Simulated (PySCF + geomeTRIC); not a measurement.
A geometry relaxed with PySCF + geomeTRIC with PBE0-D3(BJ)/def2-TZVP, charge 0, multiplicity 2:

```xyz
7

H      2.0897    -1.1136     0.1304
H     -1.4856    -1.2856    -0.6621
H     -1.3323    -0.0747     1.4232
Si    -0.9652    -0.0496    -0.0205
H     -1.6085     1.1330    -0.6514
H      1.9636     1.3208     0.1407
Si     1.3311     0.0697    -0.3595
```

Task: Write the SMILES of this molecule.

Result: `[SiH2][SiH3]`
